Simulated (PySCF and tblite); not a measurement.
C₆H₇NO, numbered as in [CH3:1][O:2][c:3]1[cH:4][cH:5][cH:6][n:7][cH:8]1.

The ensemble was built from 90 distance-geometry starts (ETKDG and KDG, MMFF94s, GFN2-xTB) and rests on PBE0-D3(BJ)/def2-SVP geometries. Energies: CAM-B3LYP-D3(BJ)/def2-TZVP (IEF-PCM, chloroform), with GFN2-xTB thermal terms (modes under about 100 cm⁻¹ blended into free rotors). Symmetry numbers and mirror images are counted. Conformers within 3 kcal/mol (GFN2-xTB free energy) were kept, 7 at most. GIAO shieldings: WP04/pcSseg-1 (IEF-PCM, chloroform). Shifts are against TMS (¹H), TMS (¹³C), NH3 (¹⁵N) at the same level. Run with PySCF (density fitting) and tblite.

(1) List the conformer-averaged shifts at 298.15 K.

(2) How do the conformers differ?

Unscaled ¹⁵N shifts at such levels can be off by tens of ppm; differences between conformers or isomers are more reliable. Shifts are unscaled: against experiment ¹³C can be off by 15 ppm or more and ¹H by 0.8 ppm.

Results:

(1) ¹H: 8.09 (H6, 1H), 8.09 (H8, 1H), 7.11 (H5, 1H), 7.04 (H4, 1H), 3.77 (H1, 3H) ppm. ¹³C: 162.2 (C3), 147.6 (C6), 142.2 (C8), 130.3 (C5), 126.5 (C4), 57.0 (C1) ppm. ¹⁵N: 346.2 (N7) ppm.

(2) Torsions listed: C1–O2–C3–C4.
```
conformer  shape  weight %
        1     0°      54.3
        2   180°      45.7
```

```tsv
signal	1	2	average
H1	3.74	3.80	3.77
H4	6.92	7.17	7.04
H5	7.11	7.11	7.11
H6	8.06	8.11	8.09
H8	8.19	7.97	8.09
C1	56.7	57.4	57.0
C3	162.4	162.0	162.2
C4	122.6	131.1	126.5
C5	130.4	130.2	130.3
C6	147.1	148.2	147.6
C8	145.9	137.8	142.2
N7	345.9	346.5	346.2
```


¹⁵N shifts are against a computed isolated NH3 molecule, about 20 ppm from the liquid.